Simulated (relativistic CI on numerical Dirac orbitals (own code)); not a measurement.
# What each ingredient does to the levels of Nb³⁶⁺

Base calculation: Dirac-Coulomb-Breit CI, separate exchange-only KLI orbitals for each configuration, a model potential for QED, unscaled Slater integrals.

CI space (outside the closed core 1s2): 2s2 2p, 2s 2p2, 2p3, 2p2 3s, 2p2 3p, 2p2 3d, 2s2 3s, 2s2 3p, 2s2 3d, 2s 2p 3s, 2s 2p 3p, 2s 2p 3d, 2s2 4s, 2s2 4p, 2s2 4d, 2s2 4f, 2s 2p 4s, 2s 2p 4p, 2s 2p 4d, 2s 2p 4f, 2s2 5s, 2s2 5p, 2s2 5d, 2s2 5f, 2s2 5g, 2s 3s2, 2s 3s 3p, 2s 3s 3d, 2s 3p2, 2s 3p 3d, 2s 2p 5s, 2s 2p 5p, 2p 3s2, 2s 2p 5d, 2s 2p 5f, 2s 2p 5g. Levels of other configurations are missing.

Variants: (1) P86 correlation estimate. Shifts of the energy above 2s2 2p 2P°_1/2, in eV, for the lowest level and the first level of each name with at least 55 % of one term (blank where a level changes its place among those of its configuration and J or its character, or is not in the variant):

| Level | Base | Δ(1) |
| --- | --- | --- |
| 2s2 2p 2P°_1/2 | 0.00 | 0.00 |
| 2s 2p2 4P_1/2 | 106.86 | +0.29 |
| 2s2 2p 2P°_3/2 | 107.57 | 0.00 |
| 2s 2p2 4P_3/2 | 184.30 | +0.29 |
| 2s 2p2 4P_5/2 | 206.91 | +0.29 |
| 2s 2p2 2D_3/2 | 245.50 | +0.29 |
| 2s 2p2 2P_1/2 | 251.63 | +0.29 |
| 2s 2p2 2D_5/2 | 311.68 | +0.29 |
| 2s 2p2 2S_1/2 | 365.15 | +0.29 |
| 2s 2p2 2P_3/2 | 366.62 | +0.29 |
| 2p3 2D°_5/2 | 469.64 | +0.43 |
| 2p3 2P°_1/2 | 498.53 | +0.42 |
| 2p3 2P°_3/2 | 588.24 | +0.42 |
| 2s2 3s 2S_1/2 | 2804.57 | +1.00 |
| 2s2 3p 2P°_1/2 | 2844.15 | +1.21 |
| 2s2 3p 2P°_3/2 | 2873.87 | +1.21 |
| 2s 2p 3s 4P°_1/2 | 2881.87 | +1.19 |
| 2s 2p 3s 4P°_3/2 | 2896.73 | +1.19 |
| 2s 2p 3s 2P°_1/2 | 2908.44 | +1.19 |
| 2s2 3d 2D_3/2 | 2908.63 | +0.84 |
| 2s 2p 3p 4D_1/2 | 2915.63 | +1.38 |
| 2s2 3d 2D_5/2 | 2918.12 | +0.83 |

At this charge energies of transitions that change n are usually good to better than 1 %, and those within a shell (Δn = 0) to a few per cent.

Ionisation energy from the two ground configurations alone: base 5016.19 eV; P86 correlation estimate 5017.67 eV. The NIST ASD value (semi-empirical) is 5011 eV.

LS names give the leading component of a level, which can be under half, so a name can repeat, a term be missing and a line seem to break the LS rules.
